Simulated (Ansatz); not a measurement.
Species: CH5O, SMILES `C[OH2+]` (charge 1, multiplicity 1).

Task: Give a relaxed geometry from PBE0-D3(BJ)/def2-TZVP in Ansatz (a program for electronic structure).

Result: the end point of this relaxation (outside a Z-matrix the atoms follow the SMILES, hydrogens last).
Z-matrix (Å, degrees):
```
C
H 1 1.0860
H 1 1.0860 2 111.46
H 1 1.0871 2 113.13 3 128.81
O 1 1.4981 2 104.89 3 -112.96
H 5 0.9739 1 114.33 2 174.48
H 5 0.9739 6 110.36 1 -130.56
```
